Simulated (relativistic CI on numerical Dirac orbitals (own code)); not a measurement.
d4 in a ligand field

Computed with a parametric ligand-field model of a d^n configuration (Racah B and C, spin-orbit zeta, crystal field), exact diagonalisation.

Field parameters in Wybourne normalisation: Td as Oh with Dq negative (B⁴₀ = 21Dq, B⁴₄ = √(5/14) B⁴₀). The field is a parameter set, without covalency.

(1) Ground term and bands for B = 450, C = 2140, ζ = 0 cm⁻¹, Td, 10Dq = -6520 cm⁻¹?

(2) Ground term and bands for B = 450, C = 2140, ζ = 0 cm⁻¹, Td, 10Dq = -450 cm⁻¹?

(3) Ground term and bands for B = 450, C = 2140, ζ = 0 cm⁻¹, Td, 10Dq = -2070 cm⁻¹?

(4) Ground term and bands for B = 450, C = 2140, ζ = 0 cm⁻¹, Td, 10Dq = -7340 cm⁻¹?

(5) Ground term and bands for B = 450, C = 2140, ζ = 0 cm⁻¹, Td, 10Dq = -7740 cm⁻¹?

Answers

(1) Ground term 5T2 with 2.00 electrons in the two orbitals of the cubic e set. Spin-allowed: 5E 6520 cm⁻¹ (1534 nm). Lowest spin-forbidden: 1A1 4602 cm⁻¹ (2173 nm), 3T1 5365 cm⁻¹ (1864 nm), 3T2 7499 cm⁻¹ (1333 nm).

(2) Ground term 5T2 with 2.00 electrons in the two orbitals of the cubic e set. Spin-allowed: 5E 450 cm⁻¹. Lowest spin-forbidden: 3T1 10257 cm⁻¹ (975 nm), 3T2 10389 cm⁻¹ (963 nm), 3T1 10683 cm⁻¹ (936 nm).

(3) Ground term 5T2 with 2.00 electrons in the two orbitals of the cubic e set. Spin-allowed: 5E 2070 cm⁻¹. Lowest spin-forbidden: 3T1 9275 cm⁻¹ (1078 nm), 3T2 10109 cm⁻¹ (989 nm), 3T1 10878 cm⁻¹ (919 nm).

(4) Ground term 5T2 with 2.00 electrons in the two orbitals of the cubic e set. Spin-allowed: 5E 7340 cm⁻¹ (1362 nm). Lowest spin-forbidden: 1A1 3046 cm⁻¹ (3283 nm), 3T1 4602 cm⁻¹ (2173 nm), 3T2 6867 cm⁻¹ (1456 nm).

(5) Ground term 5T2 with 2.00 electrons in the two orbitals of the cubic e set. Spin-allowed: 5E 7740 cm⁻¹ (1292 nm). Lowest spin-forbidden: 1A1 2284 cm⁻¹, 3T1 4227 cm⁻¹ (2366 nm), 3T2 6550 cm⁻¹ (1527 nm).
